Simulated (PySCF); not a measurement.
Job file and geometry (Å, from GFN2-xTB) of an NMR shielding run on `B[C@]1(C#C)B[SiH2]CC1`, C5H10B2Si, PySCF 2.14.0, density-fitted response routines, GIAO PBE0/pcSseg-1 NMR shielding, non-relativistic, gas phase; density fitting, a coarse starting grid and PySCF grid level 2 are the driver's defaults:

```
$ OMP_NUM_THREADS=1 python probes_run.py task.json out

{"job": {"kind": "nmr", "xc": "PBE0", "basis": "pcSseg-1"}, "charge": 0, "multiplicity": 1}
B     -0.072575    -2.341195     0.676135
C      0.048069    -0.911550     0.126099
C      1.393252    -0.443415    -0.174157
C      2.493108    -0.053288    -0.489477
B      0.404370     0.149248     1.278510
Si    -0.457676     1.816594     0.721293
C     -0.884298     1.147411    -1.022903
C     -0.975983    -0.373913    -0.882561
H      0.863689    -2.900489     1.102004
H     -1.127148    -2.849914     0.715295
H      3.459165     0.247551    -0.772257
H      0.954720    -0.167534     2.261411
H      0.296913     3.074018     0.581701
H     -1.712544     2.180593     1.407995
H     -0.082288     1.400505    -1.719093
H     -1.804443     1.541576    -1.450781
H     -0.835833    -0.863381    -1.851888
H     -1.969258    -0.646499    -0.518983
```

Problem. What does the program print?

Solution. 
```
coarse grid: 15432 points
cycle   1  E = -535.0564655943  dE =  9.863e-01  |g| = 3.831e-01  |ddm| = 3.981e+00
cycle   2  E = -535.0381150520  dE =  1.835e-02  |g| = 4.685e-01  |ddm| = 8.992e-01
cycle   3  E = -535.0921608975  dE = -5.405e-02  |g| = 1.668e-01  |ddm| = 6.253e-01
cycle   4  E = -535.0981883894  dE = -6.027e-03  |g| = 5.662e-02  |ddm| = 1.534e-01
cycle   5  E = -535.0989929605  dE = -8.046e-04  |g| = 1.174e-02  |ddm| = 5.922e-02
cycle   6  E = -535.0990318356  dE = -3.888e-05  |g| = 2.260e-03  |ddm| = 1.710e-02
cycle   7  E = -535.0990332957  dE = -1.460e-06  |g| = 4.715e-04  |ddm| = 3.965e-03
final grid: 144104 points
cycle   8  E = -535.1452478383  dE = -4.947e-05  |g| = 7.477e-03  |ddm| = 5.431e-02
cycle   9  E = -535.1452346099  dE =  1.323e-05  |g| = 1.035e-02  |ddm| = 2.150e-02
cycle  10  E = -535.1452619387  dE = -2.733e-05  |g| = 2.700e-03  |ddm| = 1.316e-02
cycle  11  E = -535.1452637030  dE = -1.764e-06  |g| = 5.509e-04  |ddm| = 2.199e-03
cycle  12  E = -535.1452637812  dE = -7.813e-08  |g| = 1.113e-04  |ddm| = 6.311e-04
cycle  13  E = -535.1452637845  dE = -3.347e-09  |g| = 2.944e-05  |ddm| = 1.977e-04
cycle  14  E = -535.1452637847  dE = -2.262e-10  |g| = 8.913e-06  |ddm| = 5.062e-05
converged SCF energy = -535.1452637847

GIAO shielding tensors (ppm)
atom      isotropic    diamagn.    paramagn.     s11        s22        s33       span
  0 B       24.681     190.313    -165.632    -36.338    -10.503    120.883    157.221
  1 C      108.969     252.942    -143.973     64.933    117.516    144.459     79.526
  2 C      108.632     268.352    -159.720    -13.379     53.358    285.918    299.298
  3 C       70.050     258.205    -188.156    -32.735     33.861    209.023    241.758
  4 B       65.742     196.712    -130.970     -0.218     62.164    135.281    135.500
  5 Si     410.102     879.428    -469.326    363.099    408.676    458.531     95.432
  6 C      178.201     250.839     -72.638    159.621    175.430    199.552     39.931
  7 C      148.451     244.410     -95.959    121.628    156.714    167.011     45.382
  8 H       24.574      28.616      -4.042     17.979     26.895     28.848     10.870
  9 H       24.620      29.671      -5.052     18.356     26.843     28.660     10.305
 10 H       28.542      34.375      -5.833     23.706     24.311     37.608     13.901
 11 H       26.296      29.919      -3.623     23.584     26.934     28.370      4.787
 12 H       27.628      28.397      -0.770     24.585     24.857     33.442      8.857
 13 H       27.845      28.395      -0.551     23.887     25.642     34.005     10.118
 14 H       30.670      30.813      -0.143     26.475     28.063     37.471     10.996
 15 H       30.441      29.154       1.287     25.225     27.736     38.362     13.137
 16 H       28.651      29.817      -1.166     23.510     27.268     35.177     11.667
 17 H       29.351      31.174      -1.823     23.979     27.454     36.620     12.641
```

Size and cost of the density-fitted run: 193 basis functions, 100 s wall time (86 s CPU) on 1 thread of an Intel Xeon, shared host; peak memory 0.86 GiB.
